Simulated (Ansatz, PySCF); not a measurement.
CH7Cl2NSi2 (SMILES CN([SiH3])[SiH](Cl)Cl), singlet, at a GFN2-xTB geometry. Base run: CASSCF(4,4)/STO-3G (PySCF).

PySCF was given this input:
```python
from pyscf import gto, scf, mcscf
import numpy

mol = gto.M(
    atom='''
Si   -2.365822   -0.963465    0.390539
N    -0.966805   -0.247080   -0.366780
C    -1.257457    0.712444   -1.423279
Si    0.628915   -0.298876    0.286197
Cl    1.946014   -0.280550   -1.234931
Cl    0.996647    1.293243    1.469334
H    -3.119744    0.053816    1.130699
H    -1.858269   -1.999410    1.281442
H    -3.175435   -1.502993   -0.702836
H    -0.407771    0.810491   -2.097472
H    -2.116824    0.374091   -1.999842
H    -1.487696    1.698401   -1.011194
H     0.769584   -1.522490    1.047166
''',
    basis='sto-3g',
    charge=0,
    spin=0,
    verbose=4,
)

mf = scf.RHF(mol)
mf.kernel()
mc = mcscf.CASSCF(mf, 4, 4)
mc.fix_spin_(ss=0.0)
mc.kernel()
occ = numpy.linalg.eigvalsh(mc.fcisolver.make_rdm1(mc.ci, mc.ncas, mc.nelecas))[::-1]
ss = mc.fcisolver.spin_square(mc.ci, mc.ncas, mc.nelecas)[0]
print('natural occupations', occ.round(4), ' <S^2>', round(ss, 4))
```

Programs used: Ansatz (a first-principles code), PySCF; a row that names a program was run with it.

The base run was repeated with changes; each row names its change, and settings that it needs were set with it.

```tsv
change	ΔE vs base (kcal/mol)	natural occupations	<S^2> of the state	outcome
base	0.000	1.99 1.99 0.02 0.01	0.00	converged
fix_spin_ = off	0.000	1.99 1.99 0.02 0.01	0.00	converged
orbitals = fixed (CASCI); correction = SC-NEVPT2	-107.5	2.00 2.00 0.00 0.00	0.00	converged
code = ansatz; correction = SC-NEVPT2, all electrons	-109.3	-	-	converged
start = MP2 natural orbitals	-8.12	1.98 1.98 0.02 0.02	0.00	converged
active space = 10 electrons, 8 orbitals	-18.66	2.00 1.99 1.99 1.98 1.98 0.02 0.02 0.01	0.00	converged
state_average = 2 states	6.85	-	-	converged
code = ansatz	-8.10	-	-	converged
correction = SC-NEVPT2	-110.5	1.99 1.99 0.02 0.01	0.00	converged
conv_tol = 1e-5	0.000	1.99 1.99 0.02 0.01	0.00	converged
active space = 6 electrons, 8 orbitals	-	-	-	not converged
```

Active orbitals are taken around the Fermi level unless the row says otherwise; CASSCF can end in different local minima, and two programs can end on different orbitals. State-averaged rows give the lowest state.
